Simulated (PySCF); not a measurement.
TPSSh on W⁻ (tungsten, charge -1), [Xe] 4f14 5d5 6s2, high-spin 6S determinant. All numbers are calculated (PySCF 2.14, a scalar-relativistic core potential, in def2-TZVPPD with the def2 core potential (60 electrons) (6s5p3d2f1g, 59 functions)).

```
cycle= 1 E= -66.9453679413093  delta_E= -0.0109  |g|= 0.0257  |ddm|= 0.584
cycle= 2 E= -66.945581789292  delta_E= -0.000214  |g|= 0.0297  |ddm|= 0.264
cycle= 3 E= -66.9461546123164  delta_E= -0.000573  |g|= 0.00367  |ddm|= 0.0557
cycle= 4 E= -66.9461728239023  delta_E= -1.82e-05  |g|= 0.000775  |ddm|= 0.0408
cycle= 5 E= -66.9461732980172  delta_E= -4.74e-07  |g|= 6.15e-05  |ddm|= 0.00314
cycle= 6 E= -66.9461733016197  delta_E= -3.6e-09  |g|= 1.37e-06  |ddm|= 0.000388
cycle= 7 E= -66.946173301621  delta_E= -1.31e-12  |g|= 3.69e-08  |ddm|= 2.96e-06
converged SCF energy = -66.946173301621  <S^2> = 8.7800893  2S+1 = 6.0100214
```

Highest occupied orbital energy: 1.540 eV; ⟨L²⟩ = 0.00; populations by l: s 4.00, p 6.00, d 5.00, f 0.00.

Can this result be used?

With care. The calculation finished and met its thresholds. Energies and moments cover only the electrons outside the core potential. Spin-orbit coupling, which splits the p, d and f shells strongly at this Z, is absent. At TPSSh the highest occupied level has a positive energy, so only the finite basis holds that electron; in a semilocal or global hybrid functional this comes from self-interaction and does not mean that the real anion is unbound.
